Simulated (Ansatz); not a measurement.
Program: Ansatz. Geometries: PBE0-D4/def2-TZVP. ΔE: electronic, gas phase. CCSD(T)/CBS is the MP2 limit (def2-TZVPP, def2-QZVPP) plus CCSD(T) − MP2 in def2-TZVPP, frozen cores. This one scheme is used for every species. DFT in def2-TZVPP. No spin–orbit coupling; open shells (•) take unrestricted orbitals. One conformer a species, not always the lowest.

Reaction (hydrogen abstraction from the Si–H bond): `F[SiH](F)O[SiH3]` + `[SiH3]`• → `F[SiH](F)O[SiH2]`• + SiH₄

`F[SiH](F)O[SiH3]`:

Z-matrix (Å, degrees):
```
Si
F 1 1.582
O 1 1.599 2 110.0
F 1 1.582 2 106.6 3 119.3
H 1 1.464 2 109.5 3 -122.4
Si 3 1.645 1 153.2 2 58.6
H 6 1.483 3 109.5 1 60.1
H 6 1.483 3 109.5 1 -60.5
H 6 1.481 3 107.6 1 179.8
```

`[SiH3]`•:

Z-matrix (Å, degrees):
```
Si
H 1 1.486
H 1 1.486 2 111.3
H 1 1.486 2 111.3 3 124.6
```

`F[SiH](F)O[SiH2]`•:

Cartesian coordinates in Å:
```
F 0.859 1.475 1.398
Si -0.392 1.185 0.475
F -0.373 2.271 -0.673
O -0.276 -0.281 -0.163
Si 0.544 -1.466 -0.962
H -1.621 1.321 1.257
H -0.418 -2.572 -1.220
H 1.676 -1.933 -0.112
```

SiH₄:

Z-matrix (Å, degrees):
```
Si
H 1 1.485
H 1 1.485 2 109.5
H 1 1.485 2 109.5 3 -120.0
H 1 1.485 2 109.5 3 120.0
```

| level | ΔE (kJ/mol) |
| --- | --- |
| PBE-D4 | 1.3 |
| ωB97X-V | 4.9 |

(1) What does CCSD(T)/CBS give? (Estimate.)

Largest T1 diagnostic among the species: 0.015.

## Answers

(1) Computed: +8.3 kJ/mol. The listed levels differ from it by -7.0, -3.4 kJ/mol.

From PBE to PBE0 (25 % exact exchange), in def2-TZVPP and without D4, ΔE moves by +3.2 kJ/mol. Leaving LDA and LC-ωPBE aside and taking each functional with its dispersion term where it has one, the values, not all of them listed here, spread over 7.4 kJ/mol, from BLYP-D4 to PBE-QIDH.
